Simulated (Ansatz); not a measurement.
Two isomers of CH5NSSi: A = `CS[Si]N`, B = `N[SiH2]C=S`.

Isolated molecules relaxed with PBE0-D4/def2-TZVP in Ansatz; ΔE leaves out vibrations. CCSD(T)/CBS is the MP2 limit (def2-TZVPP, def2-QZVPP) plus CCSD(T) − MP2 in def2-TZVPP, frozen cores. DFT in def2-TZVPP. B3LYP here is the variant with VWN-RPA as its local correlation; programs differ in this. Each species was taken in one conformer, which may not be the lowest.

A:

```xyz
9

C     1.887    0.513   -0.267
S     0.221    0.810    0.384
Si   -0.771   -0.956   -0.307
N    -2.324   -0.629    0.330
H     2.161    1.326   -0.938
H     1.922   -0.431   -0.814
H     2.594    0.473    0.561
H    -2.612    0.177    0.863
H    -3.078   -1.282    0.188
```

B:

Z-matrix (Å, degrees):
```
Si
C 1 1.883
N 1 1.700 2 106.7
H 1 1.490 2 107.8 3 122.0
H 1 1.494 2 106.8 3 -124.0
S 2 1.612 1 123.7 3 6.1
H 2 1.094 1 117.9 3 -174.4
H 3 1.010 1 117.5 2 -11.8
H 3 1.004 1 124.2 2 -164.8
```

Which is lower in electronic energy at CCSD(T)/CBS, and by how much? (An estimate is asked.)

Computed: A, by 92.5 kJ/mol.

Give E(B) − E(A) in kJ/mol with B3LYP-D4, CCSD(T)/def2-TZVPP, B2PLYP, LDA (SPW92), ωB97M-V, r2SCAN-D4, HF/def2-TZVPP. (Estimate.)

Ansatz gave: B3LYP-D4 98.5, CCSD(T)/def2-TZVPP 90.4, B2PLYP 93.9, LDA (SPW92) 117.4, ωB97M-V 106.2, r2SCAN-D4 99.5, HF/def2-TZVPP 83.1. None reverses the order clearly.

Does the order hold for the free energy at 298.15 K (harmonic terms from PBE0-D4)? (An estimate is asked.)

Ansatz gave: Yes: G(B) − G(A) = +74.2 kJ/mol, for one conformer each.

Largest T1 diagnostic: 0.014.

In def2-TZVPP, CCSD(T) changes the Hartree–Fock value by +7.2 kJ/mol (the triples alone add −1.3 kJ/mol) and MP2 by +8.1 kJ/mol. From BLYP to BHLYP (50 % exact exchange), in def2-TZVPP and without D4, E(B) − E(A) moves by −3.3 kJ/mol.
